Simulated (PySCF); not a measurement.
Basis and Hamiltonian dependence of the excitation energy of C

C [He] 2s2 2p2 (3P) → C [He] 2s1 2p2 3s1 (5P). All values are computed (PySCF 2.14, energy differences of UHF-based or UKS calculations, no spin-orbit coupling). Values in eV.

| basis | Hamiltonian | functions | UHF | PBE | PBE0 | MP2 (valence) | CCSD(T) (valence) | CCSD(T) (valence and next inner shell) |
| --- | --- | --- | --- | --- | --- | --- | --- | --- |
| aug-cc-pwCVDZ | non-relativistic | 27 | 11.262 | 12.845 | 12.795 | 12.453 | 12.944 | 12.951 |
| ANO-RCC-VTZP | spin-free X2C | 30 | 14.202 | 15.536 | 15.545 | 15.516 | 15.926 | 15.928 |
| def2-TZVPPD | non-relativistic | 37 | 11.096 | 12.688 | 12.639 | 12.487 | 12.940 | 12.937 |
| x2c-TZVPPall with one added diffuse shell each of s, p, d type | spin-free X2C | 40 | 10.984 | 12.612 | 12.555 | 12.382 | 12.836 | 12.833 |
| dyall-av2z | non-relativistic | 42 | 11.057 | 12.678 | 12.621 | 12.312 | 12.793 | n/a |
| aug-cc-pVTZ | non-relativistic | 46 | 11.108 | 12.717 | 12.663 | 12.519 | 12.963 | n/a |
| ANO-RCC-VQZP | spin-free X2C | 55 | 12.160 | 13.634 | 13.613 | 13.605 | n/a | n/a |
| aug-cc-pVTZ with one added diffuse shell each of s, p, d, f type | non-relativistic | 62 | 10.837 | 12.530 | 12.466 | 12.276 | 12.730 | n/a |
| dyall-av3z | spin-free X2C | 71 | 10.966 | 12.609 | 12.548 | 12.426 | 12.866 | n/a |
| aug-cc-pVQZ | non-relativistic | 80 | 11.021 | 12.651 | 12.593 | 12.537 | 12.948 | n/a |
| aug-cc-pVQZ-DK | spin-free X2C | 80 | 11.030 | 12.661 | 12.603 | 12.547 | 12.957 | n/a |
| aug-cc-pCVQZ-DK | spin-free X2C | 109 | 11.028 | 12.656 | 12.598 | 12.555 | n/a | n/a |
| aug-cc-pV5Z | non-relativistic | 127 | 10.971 | 12.609 | 12.549 | 12.533 | n/a | n/a |

Problem. Estimate the row for dyall-acv3z (spin-free X2C, 76 functions).

Solution. From the rows with the same Hamiltonian and similar size; the calculation gives UHF 10.97; PBE 12.61; PBE0 12.55; MP2 (valence) 12.43; CCSD(T) (valence) 12.87; CCSD(T) (valence and next inner shell) 12.88 (eV).

Frozen in the all-electron rows: valence: 1s2; valence and next inner shell: nothing.

At UHF, ANO-RCC-VTZP, ANO-RCC-VQZP lie more than 0.3 eV from the median of the rows with comparable relativity. Of these, ANO-RCC-VTZP, ANO-RCC-VQZP have no diffuse functions of the l that the added or promoted electron needs.

The upper state lies above the first ionisation limit, but in LS coupling its spin forbids autoionisation to the ground ion. A Rydberg-like electron needs more diffuse functions than a valence basis has.
